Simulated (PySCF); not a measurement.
Simulated characterisation data

How the numbers were obtained: GFN2-xTB structure, B3LYP/pcJ-1 coupling constants (spin–dipole term left out of most H,H and C,H couplings), PBE0/pcSseg-1 with gauge-including orbitals, in PySCF 2.14.0 with density-fitted response routines (no solvent model, one computed conformer, non-relativistic Hamiltonian, equivalent nuclei averaged).

Shifts are taken against calculated references (same method and geometry level): TMS for ¹H (σ = 31.72 ppm) and ¹³C (σ = 186.93 ppm). Multiplet labels drop J under 1 Hz and among equivalent protons, and merge close values. Unscaled 3J(H,H) run several per cent high. Splittings of carbon signals by F and P are missing where no couplings were computed. Where no couplings were computed, multiplicities follow the n + 1 count of equivalent neighbours, and m marks all less simple cases (inequivalent or close neighbours, rings, F or P nearby). Vicinal couplings that depend on rotamer populations or ring flexing (ring, CH–CH, X–H and H–F types) are those of the one conformer. One-bond C–F couplings are unscaled and too large by tens of Hz. Shifts are as computed. Against solution values, carbons near 30 ppm lie about +3 ppm off and those near 130 ppm about +5 ppm. Of 1309 compounds with measured shifts, 239 miss one by over three times the rms of a fit or turn the order of signals round; such compounds aren't used in these exercises.

**1.** `C#C/C=C/CF`, C5H5F. ¹H NMR (400 MHz, computed): δ 6.34 (m, 1H), 6.12 (m, 1H), 5.43 (m, 2H), 2.75 (m, 1H). ¹³C{¹H} NMR (computed): δ 149.9 (d, J = 10.2 Hz), 114.4 (d, J = 15.7 Hz), 89.7, 86.7 (d, J = 231.2 Hz), 86.2.

**2.** `C/C(F)=C/C(F)(F)CF`, C5H6F4. ¹H NMR (400 MHz, computed): δ 5.16 (m, 2H), 5.11 (m, 1H), 2.11 (m, 3H). ¹³C{¹H} NMR (computed): δ 170.7, 124.1, 110.0, 87.6, 21.7.

**3.** SMILES C/C(F)=C\CC(F)(F)F, C5H6F4. ¹H NMR (400 MHz, computed): δ 5.43 (m, 1H), 2.72 (m, 2H), 2.07 (m, 3H). ¹³C{¹H} NMR (computed): δ 172.9, 134.8, 103.1, 36.9, 16.1.
